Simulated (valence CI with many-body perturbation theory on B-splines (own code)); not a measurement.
Valence orbitals of Yb XXII

Calculated by configuration interaction combined with many-body perturbation theory (CI+MBPT): three valence electrons over a frozen Dirac-Fock core [Kr] 4d10, a basis of 7 s, 7 p, 7 d, 7 f, 4 g, 2 h functions for each j, with the one-electron correlation potential Σ1, the two-electron term Σ2, the three-electron term Σ3, Breit, model QED; selected CI, second order for the rest, scaled by the run's own slope (own B-spline code, finite nucleus).

No measured levels were compared; by estimate terms of the open shell hold to a few per cent of their energy, and close levels can change places. The list stops below the first excitations out of the core.

These are the spectroscopic orbitals of the CI (the correlating ones are not listed), shaped by the core and the other valence electrons. h is the expectation value of the core's Dirac-Fock operator, without the valence repulsion; Σ1 is computed up to l = 3 at one energy for each symmetry, that of its lowest orbital but kept below the first core excitation, so for empty shells it is not the orbital's own correlation shift; Breit and QED include the response of the core.

```
Orbital  h (hartree)  Σ1 (cm⁻¹)  Breit (cm⁻¹)  QED (cm⁻¹)  ⟨r⟩ (bohr)
  5s1/2      -20.969     -21305          2367        2017      0.9044
  6s1/2      -12.836      -6415          1054         894       1.485
  7s1/2       -8.713      -3075           587         503       2.186
  5p1/2      -19.578     -19761          3638         7.1      0.9358
  6p1/2      -12.145      -6336          1690         3.5       1.534
  7p1/2      -8.3173      -3102           957         2.2       2.255
  5p3/2      -18.871     -17304          2072         186      0.9736
  6p3/2      -11.803      -5848           979        87.8       1.580
  7p3/2      -8.1237      -2920           609        50.6       2.310
  5d3/2       -16.61     -13858          1193        -120       1.041
  6d3/2      -10.669      -5507           637       -62.2       1.674
  7d3/2      -7.4643      -2872           375       -36.2       2.445
  5d5/2      -16.467     -13316           681       -52.6       1.051
  6d5/2      -10.597      -5338           363       -27.1       1.686
  7d5/2      -7.4225      -2793           218       -15.7       2.459
  4f5/2      -24.139     -29734          -146        -358      0.5091
  5f5/2      -13.831     -10998          92.7       -89.9       1.129
  4f7/2      -24.049     -29184         -1107        -281      0.5124
  5f7/2        -13.8     -10898          -180       -67.6       1.132
  5g7/2      -11.809                    -83.2       -15.2       1.171
  5g9/2      -11.807                     -137       -10.6       1.171
```

Among the shells of the start configuration 4f3, Σ1 is largest in size for 4f5/2, where it is 0.56 % of h.

Lowest root of each symmetry, sizes in configuration state functions:

| J | Parity | Roots | Reference | Variational | Second order | Change by selected CI (cm⁻¹) | Change by second order (cm⁻¹) |
| --- | --- | --- | --- | --- | --- | --- | --- |
| 1/2 | even | 12 | 56 | 5590 | 9156 | -4367 | -1 |
| 3/2 | even | 22 | 100 | 10607 | 20695 | -3214 | 0 |
| 5/2 | even | 29 | 126 | 13764 | 23623 | -3343 | -1 |
| 7/2 | even | 29 | 126 | 14210 | 28835 | -2788 | 0 |
| 9/2 | even | 25 | 109 | 12581 | 23793 | -3004 | -1 |
| 11/2 | even | 17 | 78 | 9324 | 22417 | -2837 | -1 |
| 13/2 | even | 11 | 50 | 6204 | 14000 | -2813 | -1 |
| 15/2 | even | 5 | 25 | 3697 | 9200 | -3794 | -1 |
| 17/2 | even | 2 | 13 | 1906 | 6662 | -3693 | -1 |
| 1/2 | odd | 10 | 68 | 5071 | 9070 | -4437 | -1 |
| 3/2 | odd | 18 | 121 | 8395 | 18451 | -3160 | -1 |
| 5/2 | odd | 21 | 141 | 10813 | 26580 | -2955 | -1 |
| 7/2 | odd | 21 | 139 | 11155 | 28467 | -2989 | -1 |
| 9/2 | odd | 19 | 119 | 9822 | 26644 | -2092 | 0 |
| 11/2 | odd | 15 | 91 | 7973 | 22286 | -1993 | 0 |
| 13/2 | odd | 9 | 56 | 5829 | 14210 | -1988 | 0 |
| 15/2 | odd | 6 | 29 | 3965 | 10534 | -2041 | 0 |
| 17/2 | odd | 2 | 8 | 2208 | 2660 | -3087 | 0 |
